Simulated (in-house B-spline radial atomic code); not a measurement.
A run on In4+ (an excited or competing configuration) that did not converge. Method: scalar-relativistic (X2C) wB97X, spin-polarised, spherical fractional occupations, Fermi nucleus of rms radius 4.6156 fm; computed with a B-spline radial code for spherical atoms.

Command:
```bash
python run_scf.py task.json out
```
Settings (nuclear radius in fm, mass in u):
```
Z                49
configuration    [Ar] 3d10 4s2 4p5 4d9 4f1
hamiltonian      x2c
method           wb97x
spin_polarised   True
nucleus          fermi
rms_radius       4.6156
atomic_mass      114.90388
speed_of_light   137.035999084
```

First and last ten iterations of the last attempt (damped for 15 steps, keeping 80 % of the old Fock matrix, then DIIS):
```
 iter        energy (Eh)    residual
    1       -5855.230727    7.32e-01
    2       -5864.690213    5.50e-01
    3       -5868.605306    3.67e-01
    4       -5870.684746    2.47e-01
    5       -5871.755242    1.65e-01
    6       -5872.285460    1.07e-01
    7       -5872.535378    6.81e-02
    8       -5872.647281    4.34e-02
    9       -5872.695584    2.95e-02
   10       -5872.716139    2.01e-02
  111       -5872.732016    9.56e-07
  112       -5872.732016    8.16e-07
  113       -5872.732016    8.58e-07
  114       -5872.732016    8.05e-07
  115       -5872.732016    9.98e-07
  116       -5872.732016    7.52e-07
  117       -5872.732016    7.61e-07
  118       -5872.732016    8.83e-07
  119       -5872.732016    1.13e-06
  120       -5872.732016    3.37e-06
 not converged after 120 iterations
```

The smallest residual met was 7.5e-07; the threshold is about 5e-07. Over the last five steps the energy moves by less than 2e-08 hartree, but the orbitals didn't meet the threshold. Cost of the run: 13 s on 1 thread of x86-64 server CPU, with other jobs on the host.
